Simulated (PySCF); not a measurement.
# Excitation energy of Sb by level of theory

Sb [Kr] 4d10 5s2 5p3 (4S) → Sb [Kr] 4d10 5s2 5p2 5d1 (high-spin determinant), as a difference of total energies. All numbers are calculated (PySCF 2.14, a scalar-relativistic core potential, in aug-cc-pVTZ-PP with one added diffuse shell each of d, f type with ECP28MDF (6s5p5d3f, 67 functions)). Correlated levels: valence: 4s2 4p6 4d10 frozen. The calculations carry no spin-orbit coupling.

```tsv
method	excitation energy (eV)
UHF	6.879
MP2 (valence)	7.092
SCS-MP2 (valence)	7.027
CCSD (valence)	6.894
CCSD(T) (valence)	6.779
```

Task: How much does correlation contribute at CCSD(T) (valence)?

Result: 6.779 − (6.879) = -0.100 eV, measured against UHF.

The promoted electron is Rydberg-like, and one or two diffuse shells describe it only roughly, which tends to raise the upper state.

The coupled-cluster amplitudes are large for the upper state (T1 above 0.03 or a double amplitude above 0.15), so a single reference is strained.

The determinant of the upper state mixes LS terms, which raises its energy above the lowest term, most at the Hartree-Fock and MP2 levels.
